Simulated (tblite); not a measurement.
Compound: C4H11F2PSi2.
Atom-mapped SMILES: `[CH2:1]=[CH:2][SiH2:3][Si@:4]([CH3:5])([PH2:6])[CH:7]([F:8])[F:9]` (hydrogens: H10, H11 on C1; H12 on C2; H13, H14 on Si3; H15, H16, H17 on C5; H18, H19 on P6; H20 on C7)

Structure optimised with GFN2-xTB, isolated species.

(1) List the bond lengths, angles and torsions at this level.

## Answers

(1) 
```json
{"bond": "C1=C2", "length (Å)": "1.325", "order": "double"}
{"bond": "C2–Si3", "length (Å)": "1.884", "order": "single"}
{"bond": "Si3–Si4", "length (Å)": "2.357", "order": "single"}
{"bond": "Si4–C5", "length (Å)": "1.913", "order": "single"}
{"bond": "Si4–P6", "length (Å)": "2.260", "order": "single"}
{"bond": "Si4–C7", "length (Å)": "1.958", "order": "single"}
{"bond": "C7–F8", "length (Å)": "1.364", "order": "single"}
{"bond": "C7–F9", "length (Å)": "1.366", "order": "single"}
{"bond": "C1–H10", "length (Å)": "1.079", "order": "single"}
{"bond": "C1–H11", "length (Å)": "1.078", "order": "single"}
{"bond": "C2–H12", "length (Å)": "1.084", "order": "single"}
{"bond": "Si3–H13", "length (Å)": "1.473", "order": "single"}
{"bond": "Si3–H14", "length (Å)": "1.468", "order": "single"}
{"bond": "C5–H15, C5–H16, C5–H17", "length (Å)": "1.087", "order": "single"}
{"bond": "P6–H18, P6–H19", "length (Å)": "1.384", "order": "single"}
{"bond": "C7–H20", "length (Å)": "1.098", "order": "single"}
```

Bonds in one row agree within 0.01 Å and their mean is given. Orders are formal, as drawn. A selection of angles:
```json
{"angle": "C1–C2–Si3", "degrees": "124.1"}
{"angle": "C2–Si3–Si4", "degrees": "109.5"}
{"angle": "Si3–Si4–C5", "degrees": "116.3"}
{"angle": "Si3–Si4–P6", "degrees": "121.5"}
{"angle": "Si3–Si4–C7", "degrees": "106.0"}
{"angle": "C5–Si4–P6", "degrees": "105.8"}
{"angle": "C5–Si4–C7", "degrees": "103.3"}
{"angle": "P6–Si4–C7", "degrees": "101.4"}
{"angle": "Si4–C7–F8", "degrees": "110.5"}
{"angle": "Si4–C7–F9", "degrees": "109.8"}
{"angle": "F8–C7–F9", "degrees": "105.6"}
```

Torsions: C1–C2–Si3–Si4 -85° (synclinal); C2–Si3–Si4–C5 -43° (synclinal); Si3–Si4–C7–F8 -63° (synclinal).

Si3 (SiH2 silicon) is tetrahedral (angles from 108.0° to 111.1°). Si4 (four-coordinate silicon) is distorted tetrahedral (angles from 101.4° to 121.5°). P6 (three-coordinate phosphorus) is pyramidal (angles 95.1°, 94.2° and 92.6°, sum 281.9°, 0.84 Å off the plane of its three neighbours). The C–Si distances run from 1.884 Å (C2–Si3, drawn single) to 1.958 Å (Si4–C7, drawn single), a spread of 0.074 Å.

Point group: C1 (no symmetry element, even within 0.4 Å). Its lowest GFN2-xTB frequency is 17i cm⁻¹, too small to tell a flat minimum from a shallow saddle. The numbers are those of one conformer (C1–C2–Si3–Si4 -85°, C2–Si3–Si4–C5 -43°, Si3–Si4–P6–H 54° and -38°, Si3–Si4–C7–F8 -63°).

All values are computed, not measured.
